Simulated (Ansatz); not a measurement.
**One elementary step**

Start structure (SiNH₄F₃, singlet), relaxed at PBE0-D4/def2-TZVP:

```
9
angstrom
Si -0.9134 0.2805 0.1730
F -0.8957 -1.0399 1.0955
F -1.0272 0.0851 -1.4218
F -0.1581 1.5937 0.7204
H -2.3037 0.7074 0.4364
H 1.0893 -1.2557 -0.6155
N 1.0734 -0.3296 -0.2033
H 1.5279 0.3126 -0.8429
H 1.6075 -0.3540 0.6581
```

The step: SiHF₃ ([F][SiH]([F])[F]) + NH₃ → SiNH₃F₂ ([NH2][SiH]([F])[F]) + HF; bonds formed: F2–H6; dative contacts that become bonds: Si1–N7; bonds broken: Si1–F2, H6–N7. Computed with Ansatz 0.2.0 (basis: def2-TZVPP and def2-QZVPP); correlated methods freeze the cores. Extrapolation: Hartree–Fock as exp(−7.88 √X), correlation as X^−2.97. Energies below are by CCSD(T) at an estimated basis limit (MP2 extrapolated from triple and quadruple zeta, plus CCSD(T) − MP2 in triple zeta).

(1) What are the electronic barrier and the energy of the step, from the start structure to the end structure? (An estimate is asked for; the value comes from the calculation.)

The T1 diagnostic stays at or below 0.012.

## Answers

(1) By the calculation: Barrier 1.436 eV; step energy 0.751 eV (uphill); reverse barrier, their difference, 0.685 eV. Barrier and step energy count from the start structure, the reverse barrier from the end structure.

The saddle point: One imaginary mode of 721i cm⁻¹.
| pair | start (Å) | saddle (Å) | end (Å) |
| --- | --- | --- | --- |
| Si1–N7 | 2.11 | 1.81 | 1.72 |
| F2–H6 | 2.63 | 1.16 | 0.95 |
| Si1–F2 | 1.61 | 2.11 | 3.58 |
| H6–N7 | 1.01 | 1.25 | 1.75 |

Zero-point energy (harmonic, PBE0-D4): ZPE is 1.563 eV at the start and 1.422 eV at the saddle, so the barrier goes from 1.436 to 1.295 eV.

The step is the kind of exchange with an N–H group that builds nitride films in atomic layer and chemical vapour deposition.

Labels in which every atom is bracketed show which atoms are joined, not bond orders.

For scale, one of the runs: CCSD(T)/def2-TZVPP, 222 basis functions, launched by `ansatz run in.yaml --threads 4 --pin off --events-out ev --progress --plain --max-ram 9574MiB`. The run took 110 s on 4 CPU threads of an Arm Neoverse V2 (shared host), with 3.8 GiB of host memory at its peak.
